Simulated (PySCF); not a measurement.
# SbP: energy against distance

Set-up: PySCF, spin-free X2C with a Gaussian nucleus, basis sets Sb x2c-TZVPPall, P x2c-TZVPPall. Energies in eV from Sb + P in their ground configurations at the same level. State: ¹Σ⁺ (singlet), closed shell.

```tsv
R (Å)	M06-2X
1.881	-1.044
1.968	-2.076
2.056	-2.632
2.121	-2.816
2.187	-2.850
2.253	-2.767
2.340	-2.522
2.449	-2.070
2.581	-1.401
2.756	-0.424
```

Q: Put a parabola through the three lowest points of the M06-2X curve and estimate Re, k and ωe (reduced mass 24.66 u; 1 eV/Å² = 0.16022 mdyn/Å; ωe = 1302.8·√(k/μ) cm⁻¹).

A: Through R = 2.121, 2.187, 2.253 Å the second-order coefficient is 13.4 eV/Å², so Re ≈ 2.173 Å, k ≈ 4.30 mdyn/Å and ωe ≈ 544 cm⁻¹. A polynomial fit of higher order to the unrounded M06-2X energies gives Re = 2.171 Å, k = 4.60 mdyn/Å, ωe = 563 cm⁻¹; anharmonicity and rounding make the difference.

The higher-order fit for each curve: M06-2X: Re = 2.171 Å, ωe = 563 cm⁻¹, De = 2.85 eV.

Spin–orbit coupling is left out, which matters for elements this heavy, above all for dissociation energies.
